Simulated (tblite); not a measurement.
C6H5O (doublet state).
InChI=1S/C6H5O/c1-2-6-3-4-7-5-6/h1,3-4H,5H2

Computed with GFN2-xTB (tblite): harmonic, unscaled wavenumbers at the GFN2-xTB geometry, gas phase. Against measured fundamentals such values can be off by several per cent, at times by over 20. Open shells enter through the occupations alone, without spin polarisation, and single modes of such species can be off by tens of per cent.

Harmonic wavenumbers (cm⁻¹): 130.2, 140.8, 270.9, 359.5, 439.5, 494.6, 541.7, 556.9, 659.9, 711.6, 792.7, 828.6, 898.2, 933.3, 984.2, 1035.9, 1114.3, 1121.8, 1191.2, 1243.8, 1268.7, 1419.3, 1442.6, 1486.4, 2175.8, 2837.2, 2885.5, 3160.4, 3178.7, 3401.7.

A = 8488, B = 1895, C = 1564 MHz; mass 93.034 u (most abundant isotopes); point group Cs, symmetry number 1; spin multiplicity 2.

Question: What is the zero-point energy?

Answer: ½Σν̃ = 18853 cm⁻¹ = 53.90 kcal/mol.

Question: Give the ideal-gas entropy at 500 K and 1 bar in the rigid-rotor, harmonic-oscillator model (classical rotation).

Answer: Translation 42.10, rotation 28.49, vibration 25.21, spin (R ln 2) 1.38: S = 97.2 cal/(mol K).

Question: And Cp and H(500 K) − H(0)?

Answer: Cp = 38.07 cal/(mol K), of which vibrations give 30.12 (their classical limit is 30 R = 59.6); H(500 K) − H(0) = 11.24 kcal/mol without the zero-point energy, 7.27 from vibrations.

Question: How do the functions run with temperature in this model?

Answer: 
```tsv
T (K)	S (cal/(mol K))	Cp (cal/(mol K))	H − H(0) (kcal/mol)	G − H(0) (kcal/mol)	ln q(vib)
100	61.4	12.2	0.95	-5.19	0.34
200	71.8	18.8	2.49	-11.87	1.32
300	80.8	26.2	4.74	-19.51	2.55
800	117.6	48.5	24.39	-69.67	9.73
1000	128.9	52.8	34.54	-94.35	12.49
```

q(vib) and H(0) count from the zero-point level.

Question: What must be added to the electronic energy to get the Gibbs energy at 500 K and 1 bar?

Answer: ZPE + [H(500 K) − H(0)] − T·S = 53.90 + 11.24 − 48.59 = 16.55 kcal/mol.

Question: Blend soft modes into free rotors: weight 1/[1 + (100 cm⁻¹/ν̃)⁴] for the oscillator and the rest for a rotor with moment μB/(μ + B), μ = h/(8π²ν), B = 10⁻⁴⁴ kg m². What vibrational entropy results?

Answer: 24.84 cal/(mol K) in place of 25.21, which changes −T·S at 500 K by +0.19 kcal/mol.

Question: Which modes carry the vibrational entropy at 500 K?

Answer: 130.2 cm⁻¹: 3.95; 140.8 cm⁻¹: 3.80; 270.9 cm⁻¹: 2.53; 359.5 cm⁻¹: 2.01; 439.5 cm⁻¹: 1.65; 494.6 cm⁻¹: 1.45 cal/(mol K); the other 24 give 9.83 together.

Hindered rotation and anharmonicity are outside this model.
